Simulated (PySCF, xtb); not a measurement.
Mg(OH)(OMe) (CH4MgO2), SMILES C[O][Mg][OH].

GFN2-xTB (xtb) at its own geometry gives an orbital gap of 2.09 eV and a dipole moment of 0.63 D.

The structure is a stationary point at B3LYP-D3(BJ)/def2-SVP. Other conformers were not sampled.

Task: What does r2SCAN/def2-TZVPD in PySCF give? (An estimate is asked for; the answer gives what the named calculation found.)

Result: gap 4.59 eV (levels -5.89 and -1.29 eV), dipole 0.54 D.
